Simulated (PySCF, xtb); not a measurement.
Relaxing a trial structure of SSiSn−

The starting geometry of this gas-phase doublet has its atoms placed at random.

```xyz
3

S    -0.3913   -1.6512   -0.0909
Si    1.3646   -0.1712   -0.0242
Sn   -0.8857    1.4787    0.2498
```

Q: One run relaxed it with r2SCAN-D4/def2-SVPD. What is a likely outcome?

A: It ends as a structure given below by its coordinates. Contacts that close: S1–Sn3 (3.19 → 2.62 Å).

The energy falls by 0.67 eV over 10 steps:

```csv
step,E − E(last) (eV)
1,0.666
2,0.338
3,0.104
4,0.004
5,0.001
6,0.000
7,0.000
8,0.000
9,0.000
10,0.000
```

Final geometry (Å):

```yaml
atoms:
  - { symbol: S, position_ang: [-0.4697, -1.3969, -0.0655] }
  - { symbol: Si, position_ang: [1.3332, -0.1671, -0.0235] }
  - { symbol: Sn, position_ang: [-0.8451, 1.1778, 0.2163] }
```

From the same start GFN2-xTB reaches the same bonding as this run.

From so rough a start the end depends on the optimiser's path, so another program may land elsewhere. The end wasn't checked by frequencies. Open shells are spin-unrestricted. Atoms past krypton carry core potentials, without spin–orbit terms. Run with PySCF 2.14.0, 110 s on 2 threads of Arm Neoverse V2 (shared host).
